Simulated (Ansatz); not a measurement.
`BC1=CB1`. Total charge 0; spin multiplicity 1. The geometry is a stationary point of PBE0-D4/def2-TZVP.

```xyz
8

B     1.294    0.072    0.117
C     0.106   -0.597   -0.397
C    -1.221   -0.677   -0.521
B    -0.819    0.464    0.269
H     1.828    0.905   -0.552
H     1.735   -0.260    1.177
H    -1.919   -1.340   -1.005
H    -1.006    1.433    0.911
```

(1) What is the dipole moment at ωB97M-V/def2-TZVPP? (Best estimate.)

(2) And with PBE, r2SCAN, B3LYP? (Best estimate.)

(3) Give the Mulliken charges with ωB97M-V, r2SCAN, PBE in def2-TZVPP. (Estimate.)

Results:

(1) Ansatz gave: 1.68 D, with components (-1.64, -0.24, -0.25) D in this frame, pointing from negative to positive charge.

(2) The calculation gave: PBE 1.66 D, r2SCAN 1.64 D, B3LYP 1.63 D.

(3) Ansatz gave: 
| atom | ωB97M-V | r2SCAN | PBE |
| --- | --- | --- | --- |
| B1 | -0.34 | -0.14 | -0.22 |
| C2 | 0.07 | 0.04 | 0.09 |
| C3 | -0.05 | -0.04 | -0.03 |
| B4 | -0.14 | -0.05 | -0.08 |
| H5 | 0.08 | 0.01 | 0.02 |
| H6 | 0.08 | 0.01 | 0.02 |
| H7 | 0.16 | 0.12 | 0.14 |
| H8 | 0.14 | 0.06 | 0.05 |

B3LYP here is the variant with VWN-RPA as its local correlation; programs differ in this.
